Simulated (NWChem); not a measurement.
## Correlation energy of Ge (+1)

```
Ge
```
Charge +1, spin multiplicity 2.

All runs are NWChem calculations.

Basis set: def2-QZVP. Each correlation energy counts from its own Hartree-Fock reference.

The Hamiltonian is non-relativistic. The correlated methods keep 9 core orbitals frozen. The stability of the SCF solutions was not checked. Open-shell Hartree-Fock references start from PBE0 orbitals. Coupled-cluster values serve here as a point of comparison, not as the truth.

Problem. Order these methods by the correlation energy they give, lowest first: UMP2, SCS-UMP2, CCSD[T] on UHF, CCSD(T) on UHF.

Solution. CCSD[T] on UHF (-225.4 mHa), CCSD(T) on UHF (-224.5 mHa), UMP2 (-217.7 mHa), SCS-UMP2 (-203.0 mHa)
